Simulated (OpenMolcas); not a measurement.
OpenMolcas run: Sm III

Input:

```
&GATEWAY
Coord
1

Sm 0.0 0.0 0.0
Basis=ANO-RCC-VTZP
Group=XYZ
NoMove
AngMom=0.0 0.0 0.0
AMFI
&SEWARD
&RASSCF
FileOrb=start.orb
Symmetry=1
Spin=7
nActEl=6 0 0
Inactive=15 12
Ras2=0 7
CIRoot=7 7 1
SDav=7
CIMx=300
Iter=120 100
PrWF=0.3
OrbListing=Nothing
MaxOrb=0
Atom
>>> COPY $Project.JobIph JOBPRE
&RASSCF
FileOrb=start.orb
Symmetry=1
Spin=7
nActEl=6 0 2
Inactive=15 12
Ras2=0 7
Ras3=0 7
CIRoot=7 7 1
SDav=889
CIMx=300
Iter=120 100
PrWF=0.3
OrbListing=Nothing
MaxOrb=0
Thrs=2.0e-7 1.0e-1 5.0e-4
Atom
LevShft=4.0
>>> COPY $Project.JobIph JOB001
&RASSCF
FileOrb=start.orb
Symmetry=1
Spin=5
nActEl=6 0 2
Inactive=15 12
Ras2=0 7
Ras3=0 7
CIRoot=62 62 1
SDav=500
CIMx=300
Iter=120 100
PrWF=0.3
OrbListing=Nothing
MaxOrb=0
Thrs=2.0e-7 1.0e-1 5.0e-4
Atom
CIOnly
>>> COPY $Project.JobIph JOB002
&RASSI
NrOfJobIphs=2 7 42
1 2 3 4 5 6 7
1 2 3 4 5 6 7 8 9 10 11 12 13 14 15 16 17 18 19 20 21 22 23 24 25 26 27
28 29 30 31 32 33 34 35 36 37 38 39 40 41 42
IphNames
JOB001
JOB002
EJob
SpinOrbit
DIPRint=1.0
SOCoupling=1000.0
Subsets=2
MEES
Property=10
'ANGMOM' 1 'ANGMOM' 2 'ANGMOM' 3 'MLTPL  1' 1 'MLTPL  1' 2 'MLTPL  1' 3
'AMFI' 1 'AMFI' 2 'AMFI' 3 'MLTPL  2' 6
SOProperty=3
'ANGMOM' 1 'ANGMOM' 2 'ANGMOM' 3
```

Launched by
```bash
OMP_NUM_THREADS=1 MOLCAS_MEM=2816 MOLCAS_PROJECT=a pymolcas a.inp > a.log  # once for each step of the input, in one work folder
```

A driver script runs the steps one by one and writes start.orb anew before each from the orbitals found so far, so a CI-only block uses the converged orbitals of the first block.

Output, cut to the results:

```
--- SEWARD ---
Basis set label: SM.ANO-RCC...8S7P5D3F2G1H.

      Electronic valence basis set:
      ------------------
      Associated Effective Charge  62.000000 au
      Associated Actual Charge     62.000000 au
      Nuclear Model: Point charge

      Shell  nPrim  nBasis  Cartesian Spherical Contaminant
         s      25       8        X
         p      22       7        X
         d      15       5                 X
         f      11       3                 X
         g       4       2                 X
         h       2       1                 X
                  Relativistic Douglas-Kroll-Hess integrals:
                    - DKH order of Hamiltonian: 2
                    - DKH order of Properties : 0
                  Atomic mean-field integrals
--- RASSCF ---
Wave function specifications:
      -----------------------------

      Number of closed shell electrons          54
      Number of electrons in active shells       6
      Max number of holes in RAS1 space          0
      Max nr of electrons in RAS3 space          2
      Number of inactive orbitals               27
      Number of active orbitals                 14
      Number of secondary orbitals              63
      Spin quantum number                      3.0
      State symmetry                             1
Orbital specifications:
      -----------------------

      Symmetry species                           1   2
                                                ag  au
      Frozen orbitals                            0   0
      Inactive orbitals                         15  12
      Active orbitals                            0  14
      RAS1 orbitals                              0   0
      RAS2 orbitals                              0   7
      RAS3 orbitals                              0   7
      Secondary orbitals                        36  27
      Deleted orbitals                           0   0
      Number of basis functions                 51  53
      Number of CSFs                           889
      Number of root(s) required                 7
      Iter CI   SX   CI       RASSCF       Energy    max ROT     max BLB   max BLB  Level Ln srch  Step   QN
          iter iter root      energy       change     param      element    value   shift minimum  type update
 Nr of preliminary CI iterations:   1
      Total energies have been shifted. Add               -10000.00 au
        1   1   10    0  -417.92755004    0.00E+00  -1.91E-01*  17  40 2 -1.85E-02*  2.67   0.00    SX    NO
        2   1    7    0  -417.93637122   -8.82E-03*  8.48E-02   17  40 2 -6.82E-03*  2.67   0.00    SX    NO
        3   1    7    0  -417.93797435   -1.60E-03*  3.59E-02   10  30 2 -2.52E-03*  2.76   0.00    SX    NO
        4   1    6    0  -417.93826092   -2.87E-04*  1.50E-02   17  24 2  1.82E-03*  2.83   0.00    SX    NO
        5   1    6    0  -417.93831875   -5.78E-05*  1.44E-02   17  24 2  1.67E-03*  2.86   2.04    LS   YES
        6   1    5    0  -417.93833842   -1.97E-05* -9.38E-04   17  24 2  1.53E-03*  2.89   1.07    QN   YES
        7   1    5    0  -417.93834875   -1.03E-05* -4.97E-03   17  24 2  1.46E-03*  2.90   2.50    QN   YES
        8   1    7    0  -417.93840861   -5.99E-05* -7.49E-03   10  30 2  6.22E-03*  2.90   2.50    QN   YES
        9   1    7    0  -417.93831552    9.31E-05* -4.31E-03   10  27 2 -6.63E-03*  2.91   0.16    LS   YES
       10   1    7    0  -417.93839811   -8.26E-05* -3.03E-03   15  18 1  8.85E-03*  2.91   1.72    LS   YES
        ...
       60   1    6    0  -417.93845447   -1.15E-05* -3.78E-04   10  30 2 -1.15E-03*  2.88   1.42    QN   YES
       61   1    6    0  -417.93845350    9.67E-07* -1.66E-04   11  27 1  1.00E-03*  2.88   0.37    LS   YES
       62   1    6    0  -417.93845539   -1.89E-06*  2.08E-04   11  27 1  5.12E-04*  2.88   1.36    QN   YES
       63   1    5    0  -417.93845555   -1.53E-07   8.92E-05   10  30 2 -2.72E-04   2.88   0.57    LS   YES
      Convergence after 63 iterations
       64   1    5    0  -417.93845562   -6.89E-08   8.92E-05   10  30 2 -1.94E-04   2.88   0.57    LS   YES
      Natural orbitals and occupation numbers for root  1
      sym 2:   0.996333   0.000282   0.996619   0.996392   0.996228   0.996244   0.996222   0.003593   0.003406   0.003682
               0.003644   0.003677   0.000000   0.003678
      Natural orbitals and occupation numbers for root  2
...
--- RASSI ---
SPIN-FREE ENERGIES:
  (Shifted by EMIN (a.u.) =     -10417.9384556210)

 SF State       Relative EMIN(au)   Rel lowest level(eV)    D:o, cm**(-1)      L_eff

     1             0.0000000000        0.0000000000              0.0000         3.0
     2             0.0000000010        0.0000000260              0.0002         3.0
     3             0.0000000030        0.0000000828              0.0007         3.0
     4             0.0000000038        0.0000001022              0.0008         3.0
     5             0.0000000052        0.0000001416              0.0011         3.0
     6             0.0000000063        0.0000001727              0.0014         3.0
     7             0.0000000156        0.0000004233              0.0034         3.0
     8             0.0936589175        2.5485889789          20555.7564         2.0
     9             0.0936589189        2.5485890178          20555.7567         2.0
    10             0.0936589199        2.5485890442          20555.7569         2.0
    11             0.0936589205        2.5485890604          20555.7570         2.0
    12             0.0936589214        2.5485890859          20555.7573         2.0
    13             0.1075021810        2.9252833707          23594.0016         8.0
    14             0.1075021810        2.9252833707          23594.0016         8.0
    15             0.1075021832        2.9252834299          23594.0020         8.0
    16             0.1075021832        2.9252834299          23594.0020         8.0
    17             0.1075021851        2.9252834818          23594.0025         8.0
    18             0.1075021856        2.9252834948          23594.0026         8.0
    19             0.1075021867        2.9252835251          23594.0028         8.0
    20             0.1075021867        2.9252835251          23594.0028         8.0
    21             0.1075021897        2.9252836072          23594.0035         8.0
...
```

Levels above the lowest, from the spin-orbit matrix, grouped by J:

```tsv
Configuration	Term	J	E (cm⁻¹)	Measured (cm⁻¹)	Term weight %
4f⁶	⁷F	0	0.0	0.0	96
4f⁶	⁷F	1	296	293	97
4f⁶	⁷F	2	852	814	98
4f⁶	⁷F	3	1608	1493	99
4f⁶	⁷F	4	2486	2278	99
4f⁶	⁷F	5	3410	3132	99
4f⁶	⁷F	6	4310	4027	98
4f⁶	⁵D	0	19360		96
4f⁶	⁵D	1	20096		97
4f⁶	⁵D	2	21596		98
4f⁶	⁵D	3	23905		99
4f⁶	⁵L	6	25281		100
4f⁶	⁵L	7	25826		100
```

Against the 6 measured excited levels shown (Martin, Zalubas and Hagan, Atomic Energy Levels: The Rare-Earth Elements, NSRDS-NBS 60 (1978)) the mean absolute deviation is 150 cm-1; the largest miss in energy is 4f⁶ ⁷F₆: computed 4310, measured 4027 cm⁻¹ (+7.0 %), and the largest in proportion 4f⁶ ⁷F₄ (+9.1 %).

High states are left out of the spin-orbit mixing, which shifts the levels that they would mix with. Without dynamic correlation excited terms often stand tens of per cent too high (terms of higher spin than the ground term too low), and those without a measured partner can miss by more than the paired ones. Terms from blocks run as CI alone lack orbitals of their own. Active for correlation alone: 5f; no level in the range computed is led by a configuration that fills it, so any true level of that kind is missing. Computed and measured levels are paired by configuration, term and J; levels that our copy of the source lacks, or whose pairing is in doubt (as where it misses far off the trend of its configuration), stay unpaired and out of the deviations. Only configurations of the active space appear. The first state left out of the spin-orbit step lies near 33000 cm-1 above the lowest spin-free state of the reference (among the parities and spins computed), and the list stops at four fifths of that energy or lower.

The term weight is that of the spin-free term in the level, not the purity of its configuration.
